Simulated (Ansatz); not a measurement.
Total energies of `C[O][Ti]12345678([F])([C@@H]9[C@H]1[C@H]2[C@@]3(C)[C@@H]94)[C@@H]1[C@H]5[C@H]6[C@@]7(C)[C@@H]18`.

Cartesian coordinates in Å:
```
C 1.012 -2.052 1.602
O 0.013 -1.466 0.831
Ti 0.142 0.074 -0.190
F 1.817 -0.288 -0.839
C -1.705 0.807 -1.515
C -2.026 -0.459 -0.988
C -1.172 -1.403 -1.599
C -0.309 -0.735 -2.479
C 0.760 -1.347 -3.310
C -0.623 0.645 -2.401
C 1.414 1.984 0.535
C 0.136 2.422 0.173
C -0.788 1.860 1.095
C -0.072 1.104 2.043
C -0.663 0.378 3.201
C 1.288 1.156 1.669
H 1.153 -1.538 2.563
H 1.974 -2.048 1.074
H 0.740 -3.093 1.818
H -2.190 1.738 -1.271
H -2.783 -0.672 -0.248
H -1.131 -2.455 -1.366
H 0.579 -1.159 -4.371
H 0.803 -2.426 -3.157
H 1.735 -0.930 -3.047
H -0.117 1.434 -2.939
H 2.328 2.176 -0.005
H -0.105 3.067 -0.657
H -1.856 2.020 1.107
H -1.032 -0.606 2.901
H -1.499 0.940 3.620
H 0.075 0.235 3.992
H 2.097 0.635 2.159
```

Charge 0, multiplicity 1. Correlated methods include outer-core shells of Ti, which these sets cover unevenly. Scalar relativity is left out up to krypton. The structure was optimised at the PBE0-D4/def2-TZVP level. It is one conformer, not always the lowest. Basis def2-TZVPP, Ansatz.

RPA on PBE orbitals: Hartree–Fock energy of these orbitals -1525.02261 Eh, correlation -4.88752 Eh (frozen core).

```json
{"functional": "BLYP", "energy without D4 (Eh)": "-1530.31112", "D4 term (kJ/mol)": "-234.7"}
{"functional": "r2SCANh", "energy without D4 (Eh)": "-1530.13099", "D4 term (kJ/mol)": "-34.9"}
```

Question: Give the same for LDA (SPW92), PBE, revPBE, r2SCAN, B97M-V, PBE0, B3LYP, r2SCAN0, HSE06 (plane-wave form), BHLYP, CAM-B3LYP, LC-ωPBE, ωB97X-V, ωB97M-V, B2PLYP, PBE-QIDH. (An estimate is asked.)

Answer: Computed: 
```tsv
functional	energy without D4 (Eh)	D4 term (kJ/mol)
LDA (SPW92)	-1522.72111	–
PBE	-1529.50672	-111.8
revPBE	-1530.25397	-315.6
r2SCAN	-1530.18145	-33.1
B97M-V	-1530.34849	–
PBE0	-1529.57294	-97.3
B3LYP	-1530.57595	-175.6
r2SCAN0	-1530.06045	-38.1
HSE06 (plane-wave form)	-1529.52730	-91.2
BHLYP	-1530.10178	-133.6
CAM-B3LYP	-1530.23818	-99.5
LC-ωPBE	-1529.92427	–
ωB97X-V	-1530.24483	–
ωB97M-V	-1530.23829	–
B2PLYP	-1529.84783	–
PBE-QIDH	-1529.38211	–
```

B3LYP takes the VWN-RPA correlation (the form of Gaussian; ORCA's B3LYP/G). HSE06 is the plane-wave form, built on full-range PBE exchange. The double hybrids freeze the cores in their second-order part.

LC-ωPBE has ω = 0.4 bohr⁻¹.
